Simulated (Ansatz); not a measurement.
Species, as SMILES: [BH2] (BH2), doublet.
Atoms: B1, H2, H3. Bonds: B1-H2, B1-H3.

Basis-set convergence of the lowest harmonic wavenumber at HF with Ansatz (a first-principles code). Each level at its own minimum, finite differences of forces, unscaled; the reference is a large set that could be run, not a limit. Cartesian d functions, on some or all atoms, in 6-31G*, 6-31G**; all else is spherical. The program fits the integrals of some runs and decomposes those of others, by size. Open shells are unrestricted. No added dispersion term, no relativity. Reference: the value in def2-QZVPPD, 1102 cm⁻¹. Deviations are taken from unrounded values.

```tsv
basis	functions	lowest harmonic wavenumber (cm⁻¹)	minus reference (cm⁻¹)
STO-3G	7	1322	220
3-21G	13	1090	-12
6-31G	13	1096	-6
def2-SV(P)	18	1096	-6
6-31G*	19	1128	26
def2-SVP	24	1092	-9
6-31G**	25	1121	19
6-311G**	30	1100	-2
aug-pcseg-1	41	1117	16
def2-TZVP	43	1100	-1
def2-TZVPP	59	1101	-1
aug-pcseg-2	92	1101	-1
def2-QZVPP	117	1102	0
```

The smallest set listed that lies within 50 cm⁻¹ of the reference with all its larger relatives (same family, alike in diffuse functions; a set with none counts only in the reference's own line) is 3-21G (13 functions, -12 cm⁻¹ off), level with 6-31G.
